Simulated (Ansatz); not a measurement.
A CCSD(T) single point on CH$_{8}$Si$_{2}$Te, SMILES `[SiH3]C[Te][SiH3]`.

```yaml
crystal:
  periodic: [false, false, false]
  atoms:
    - {symbol: Si, position_ang: [-0.405571, 1.676546, 0.413814]}
    - {symbol: C, position_ang: [-0.359938, 0.110856, 1.433716]}
    - {symbol: Te, position_ang: [1.350455, -1.118229, 0.945989]}
    - {symbol: Si, position_ang: [0.662393, -1.613805, -1.396498]}
    - {symbol: H, position_ang: [-0.482808, 1.327617, -1.029417]}
    - {symbol: H, position_ang: [-1.599173, 2.499356, 0.761332]}
    - {symbol: H, position_ang: [0.823160, 2.472829, 0.658864]}
    - {symbol: H, position_ang: [-0.241462, 0.333523, 2.496118]}
    - {symbol: H, position_ang: [-1.253505, -0.502330, 1.314996]}
    - {symbol: H, position_ang: [1.017095, -0.548170, -2.366968]}
    - {symbol: H, position_ang: [-0.807740, -1.830274, -1.429131]}
    - {symbol: H, position_ang: [1.373895, -2.863020, -1.768715]}
basis:
  gaussian: {orbitals: def2-TZVPP}
correlation: {method: ccsd_t, frozen_orbitals: {C: 1, H: 0, Si: 5, Te: 9}}
output: {orbitals: {seedname: orbitals}}
```

```sh
$ ansatz run in.yaml --threads 4 --pin off --events-out ev --progress --plain
```

Output of Ansatz, abridged:

```
Functional definition: HF
1747 factors; integrals over basis functions are off by at most 1.0e-3 eV
mean field evaluation 1: about -24145.7557 eV, gradient 2.4e1 eV
mean field evaluation 2: about -24146.0324 eV, gradient 2.4e1 eV
mean field evaluation 4: about -24148.3314 eV, gradient 4.7e0 eV
mean field evaluation 8: about -24148.3999 eV, gradient 2.1e-1 eV
mean field -24148.40021650 eV, -887.4373395826 hartree, gradient 4.1e-6 eV, S^2 0.000000; 0 other end points of the search recorded, 0 dependent functions left out
20 core orbitals not correlated: weight in the atoms' cores, before any rotation towards them, 1.000 or more for the frozen orbitals, at most 0.000 for the correlated occupied ones
reference -24148.40021650 eV, -887.4373395826 hartree; 13, 13 occupied and 244, 244 virtual orbitals, 1747 factors
second order -15.55253535 eV of doubles, -0.00000000 eV of singles
cycle   1  -16.74468360 eV  change    -1.2e0 eV  update   1.0e-1
cycle   2  -17.29297779 eV  change   -5.5e-1 eV  update   3.1e-2
cycle   3  -17.37018732 eV  change   -7.7e-2 eV  update   1.2e-2
cycle   4  -17.36487806 eV  change    5.3e-3 eV  update   3.4e-3
cycle   5  -17.36406419 eV  change    8.1e-4 eV  update   1.1e-3
cycle   6  -17.36377986 eV  change    2.8e-4 eV  update   3.6e-4
cycle   7  -17.36376410 eV  change    1.6e-5 eV  update   1.2e-4
cycle   8  -17.36380711 eV  change   -4.3e-5 eV  update   4.7e-5
cycle   9  -17.36380608 eV  change    1.0e-6 eV  update   1.6e-5
perturbative correction -0.69351617 eV, -0.0254862491 hartree
Total energy: -24166.45753874 eV, -888.1009339354 hartree
```

Run time 40 s (4 threads of a server CPU on a shared host); peak host memory 7.3 GiB.

The correlation energy is -18.057 eV, 3.8 % of it from (T); the T1 diagnostic reads 0.0122.
